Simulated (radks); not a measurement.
Results of a calculation; reference values are marked as such.
Problem. Code: a radial shooting solver on a logarithmic mesh with Libxc functionals. Model: scalar-relativistic Kohn-Sham, LDA (Slater exchange, Perdew-Wang correlation), spin-polarised, spherical densities, finite nucleus; open shells are filled with parallel spins first; Fermi nuclear charge, rms radius of each element as measured or else 0.836 A^(1/3) + 0.57 fm. Response by self-consistent Sternheimer equations with the Hartree and adiabatic LDA kernel, the relativistic mass of each level held fixed and spin-orbit coupling left out. Rank K8+, P4+, Cl6+, Mg+, Si3+, S5+, Ar7+, Al2+ (NIST ground configurations) by static dipole polarisability, largest first.

Solution. Mg+ 30.35, Al2+ 12.49, Si3+ 6.556, P4+ 3.923, S5+ 2.552, Cl6+ 1.759, Ar7+ 1.266, K8+ 0.9421 bohr^3.
